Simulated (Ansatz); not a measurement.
# Two structures, one formula

The two ends of one reaction step of AlNH₄SO, singlet (PBE0-D4/def2-TZVP).

A:

```json
{"atom": "Al1", "x (Å)": "-0.3407", "y (Å)": "0.1394", "z (Å)": "-0.0566"}
{"atom": "N2", "x (Å)": "1.3131", "y (Å)": "0.2410", "z (Å)": "0.5289"}
{"atom": "S3", "x (Å)": "-1.1211", "y (Å)": "-1.6541", "z (Å)": "-1.0338"}
{"atom": "H4", "x (Å)": "0.0414", "y (Å)": "-2.3180", "z (Å)": "-0.9150"}
{"atom": "O5", "x (Å)": "-1.3402", "y (Å)": "1.4866", "z (Å)": "0.1551"}
{"atom": "H6", "x (Å)": "1.6926", "y (Å)": "1.0563", "z (Å)": "0.9817"}
{"atom": "H7", "x (Å)": "2.0064", "y (Å)": "-0.4841", "z (Å)": "0.4646"}
{"atom": "H8", "x (Å)": "-2.2515", "y (Å)": "1.5329", "z (Å)": "-0.1249"}
```

B:

Al1  (-0.840, -0.207, -0.333)
N2  (1.069, -0.261, 0.294)
S3  (-1.516, -1.999, -1.002)
H4  (1.381, -1.220, 0.162)
O5  (-1.056, 1.449, 0.004)
H6  (1.170, -0.014, 1.275)
H7  (1.677, 0.359, -0.235)
H8  (-1.886, 1.894, -0.164)
(Å)

Computed with Ansatz 0.2.0 (basis: def2-TZVPP); correlated methods freeze the cores. B3LYP uses VWN-RPA correlation.

Q: Which structure is lower at CCSD(T), and by how much? (Judge from chemistry; the value comes from the calculation.)

A: Computed: A, by 0.590 eV (electronic energy, against the other). By their contacts, A is AlNH₄SO ([NH2][Al]([OH])[SH]) and B is AlNH₄SO ([NH3][Al]([OH])[S]).

All methods give the same order:

```json
{"method": "SPW92", "E(B) − E(A) (eV)": "0.466"}
{"method": "PBE-D4", "E(B) − E(A) (eV)": "0.489"}
{"method": "BLYP-D4", "E(B) − E(A) (eV)": "0.555"}
{"method": "r2SCAN-D4", "E(B) − E(A) (eV)": "0.541"}
{"method": "B97M-V", "E(B) − E(A) (eV)": "0.519"}
{"method": "PBE0-D4", "E(B) − E(A) (eV)": "0.530"}
{"method": "B3LYP-D4", "E(B) − E(A) (eV)": "0.587"}
{"method": "r2SCAN0-D4", "E(B) − E(A) (eV)": "0.558"}
{"method": "BHLYP-D4", "E(B) − E(A) (eV)": "0.625"}
{"method": "CAM-B3LYP-D4", "E(B) − E(A) (eV)": "0.649"}
{"method": "wB97X-V", "E(B) − E(A) (eV)": "0.645"}
{"method": "wB97M-V", "E(B) − E(A) (eV)": "0.591"}
{"method": "B2PLYP", "E(B) − E(A) (eV)": "0.580"}
{"method": "PBE-QIDH", "E(B) − E(A) (eV)": "0.558"}
{"method": "RPA on PBE", "E(B) − E(A) (eV)": "0.614"}
{"method": "HF", "E(B) − E(A) (eV)": "0.656"}
{"method": "MP2", "E(B) − E(A) (eV)": "0.574"}
{"method": "CCSD", "E(B) − E(A) (eV)": "0.629"}
{"method": "CCSD(T)", "E(B) − E(A) (eV)": "0.590"}
```

T1 diagnostic: at most 0.013.

Labels in which every atom is bracketed show which atoms are joined, not bond orders.

For scale, one of the runs: CCSD(T)/def2-TZVPP, 202 basis functions, launched by `ansatz run in.yaml --threads 4 --pin off --events-out ev --progress --plain --max-ram 9574MiB`. Hardware: 4 CPU threads of an Arm Neoverse V1, shared host. Wall time 39 s; peak host memory 2.4 GiB.
